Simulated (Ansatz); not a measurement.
Molecule: sum formula BHBr, charge 0, multiplicity 2. It need not be the lowest isomer of its formula. 
Structure (B3LYP-D3(BJ)/def2-TZVP (Ansatz, a program for electronic structure) minimum search):
SMILES: [BH]Br
```xyz
3

B     -1.5767     0.0856    -0.1614
Br     0.2914     0.0081     0.0139
H     -2.3159    -0.7100     0.3208
```
Charge 0, spin multiplicity 2.

Basis-set convergence of Hartree-Fock and CCSD correlation energies (hartree) with Ansatz. Valence correlation only, unless marked. Open shells are spin-unrestricted. No spin-orbit coupling. The frozen core is the preceding noble-gas configuration, with the filled d and f shells of earlier blocks. Non-relativistic.

```csv
basis,functions,E(HF),"E(corr, CCSD)"
aug-cc-pVDZ,68,-2597.61621,-0.20901
aug-cc-pVTZ,128,-2597.69586,-0.26541
aug-cc-pVQZ,219,-2597.69998,-0.28370
```

Extrapolating the two largest sets (X = 3 and 4) as X^-3: E(corr) = (64·(-0.28370) - 27·(-0.26541))/37 = -0.2970 Eh, an estimate of the basis-set limit. The largest set recovers 95.5 % of it, the smallest 70.4 %.
